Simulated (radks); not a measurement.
Values are calculated unless marked as measured or tabulated.
All-electron atom: Hf in [Xe] 4f14 5d2 6s2. Level of theory: scalar-relativistic Kohn-Sham, BLYP, spin-polarised, spherical densities, finite nucleus; open shells are filled with parallel spins first (spin-orbit coupling, left out, can overturn this in heavy ions); Fermi nuclear charge, rms radius 5.347 fm (a radial shooting solver on a logarithmic mesh with Libxc functionals).

Normalised radial functions P(r) = r R(r), r in bohr:

r,5p down,6s up
0.002955,0.0090,0.0376
0.00407,0.0153,0.0448
0.005604,0.0258,0.0510
0.00778,0.0432,0.0542
0.01071,0.0695,0.0513
0.01475,0.1076,0.0383
0.02032,0.1570,0.0121
0.02821,0.2100,-0.0274
0.03884,0.2396,-0.0674
0.05349,0.2054,-0.0849
0.07367,0.0675,-0.0514
0.1014,-0.1571,0.0355
0.1408,-0.3333,0.1166
0.1939,-0.2359,0.0840
0.2671,0.1623,-0.0718
0.3678,0.4972,-0.1772
0.5106,0.2942,-0.0452
0.7031,-0.3656,0.2077
0.9683,-0.9119,0.2761
1.333,-0.9493,0.0295
1.836,-0.6057,-0.3534
2.549,-0.2411,-0.5964
3.511,-0.0595,-0.5619
4.835,-0.0079,-0.3508
6.658,-0.0005,-0.1430
9.242,0.0000,-0.0335
12.73,0.0000,-0.0042
17.53,0.0000,-0.0002

5p down: eigenvalue -34.816 eV, 3 radial nodes at r = 0.0818, 0.238, 0.596 bohr, <r> = 1.34 bohr, 90 % of the charge inside 1.97 bohr. 6s up: eigenvalue -5.207 eV, 5 radial nodes at r = 0.0227, 0.0903, 0.234, 0.541, 1.37 bohr, <r> = 3.41 bohr, 90 % of the charge inside 5.07 bohr.
